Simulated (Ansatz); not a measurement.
Saddle point of GaH2Cl, singlet (GaH₂Cl ([Cl][GaH2]) → GaH + HCl; bonds formed: Cl2–H3; bonds broken: Ga1–Cl2, Ga1–H3), PBE0-D4/def2-TZVP structure:

| atom | x (Å) | y (Å) | z (Å) |
| --- | --- | --- | --- |
| Ga1 | -0.7175 | 0.4496 | -0.2332 |
| Cl2 | 1.5078 | -0.8461 | 0.1011 |
| H3 | 0.6370 | -0.0785 | -1.0562 |
| H4 | -1.4273 | 0.4749 | 1.1884 |

Energies are electronic, without zero-point energy. Barriers and step energies count from the start structure reached by relaxing down the imaginary mode; all methods use the PBE0-D4 structures, on which another method's saddle can fall below an end. Computed with Ansatz 0.2.0 (basis: def2-TZVPP, with def2-QZVPP for the basis limit); correlated methods freeze the cores. Filled d shells of the heavier atoms are correlated. The def2 sets are not built for correlating such inner shells, so the correlated values are less sure here. B3LYP uses VWN-RPA correlation. Extrapolation: Hartree–Fock as exp(−7.88 √X), correlation as X^−2.97.

```json
{"method": "SPW92", "barrier (kcal/mol)": "45.67", "step energy (kcal/mol)": "45.43"}
{"method": "PBE-D4", "barrier (kcal/mol)": "46.49", "step energy (kcal/mol)": "41.36"}
{"method": "BLYP-D4", "barrier (kcal/mol)": "45.77", "step energy (kcal/mol)": "37.20"}
{"method": "r2SCAN-D4", "barrier (kcal/mol)": "53.10", "step energy (kcal/mol)": "47.70"}
{"method": "B97M-V", "barrier (kcal/mol)": "55.72", "step energy (kcal/mol)": "45.93"}
{"method": "PBE0-D4", "barrier (kcal/mol)": "54.17", "step energy (kcal/mol)": "44.68"}
{"method": "B3LYP-D4", "barrier (kcal/mol)": "52.12", "step energy (kcal/mol)": "40.38"}
{"method": "r2SCAN0-D4", "barrier (kcal/mol)": "57.95", "step energy (kcal/mol)": "48.43"}
{"method": "BHLYP-D4", "barrier (kcal/mol)": "61.00", "step energy (kcal/mol)": "44.07"}
{"method": "CAM-B3LYP-D4", "barrier (kcal/mol)": "57.71", "step energy (kcal/mol)": "43.71"}
{"method": "wB97X-V", "barrier (kcal/mol)": "?", "step energy (kcal/mol)": "46.87"}
{"method": "wB97M-V", "barrier (kcal/mol)": "?", "step energy (kcal/mol)": "43.05"}
{"method": "B2PLYP", "barrier (kcal/mol)": "56.23", "step energy (kcal/mol)": "44.05"}
{"method": "PBE-QIDH", "barrier (kcal/mol)": "61.25", "step energy (kcal/mol)": "49.32"}
{"method": "RPA on PBE", "barrier (kcal/mol)": "?", "step energy (kcal/mol)": "42.47"}
{"method": "HF", "barrier (kcal/mol)": "74.07", "step energy (kcal/mol)": "46.84"}
{"method": "MP2", "barrier (kcal/mol)": "61.12", "step energy (kcal/mol)": "49.36"}
{"method": "CCSD", "barrier (kcal/mol)": "62.69", "step energy (kcal/mol)": "45.50"}
{"method": "CCSD(T)", "barrier (kcal/mol)": "59.81", "step energy (kcal/mol)": "45.65"}
```

Question: Fill in the withheld barriers. (An estimate is asked for; the value comes from the calculation.)

Answer: By the calculation: RPA on PBE 56.79; wB97X-V 61.62; wB97M-V 58.33 kcal/mol. Each is the energy of the saddle less that of the start structure, by the same method.

For comparison, the barrier by CCSD(T) at an estimated basis limit (MP2 extrapolated from triple and quadruple zeta, plus CCSD(T) − MP2 in triple zeta) is 57.23 kcal/mol.

T1 diagnostic: at most 0.016. The restricted Hartree–Fock reference is unstable towards an unrestricted one at one or more of these structures.

Labels in which every atom is bracketed show which atoms are joined, not bond orders.

For scale, one of the runs: CCSD(T)/def2-TZVPP, 118 basis functions, launched by `ansatz run in.yaml --threads 2 --pin off --events-out ev --progress --plain --max-ram 4352MiB`. The run took about 7 s on 2 CPU threads of an Arm Neoverse V1 (shared host).
